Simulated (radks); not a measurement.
Charge is removed step by step from the 2s down level of neutral carbon, starting from [He] 2s(up 1, down 1) 2p2. All-electron calculation, scalar-relativistic Kohn-Sham, PBE, spin-polarised, spherical densities, point nucleus; open shells are filled with parallel spins first. Program: a radial shooting solver on a logarithmic mesh with Libxc functionals.

| removed (e) | E - E(0) (eV) | eigenvalue (eV) |
|---|---|---|
| 0 | 0.000 | -11.882 |
| 0.25 | 3.258 | -14.193 |
| 0.5 | 7.101 | -16.555 |
| 0.75 | 11.533 | -18.895 |

The mean slope of the eigenvalue, de/dn, is 9.35 eV per electron.
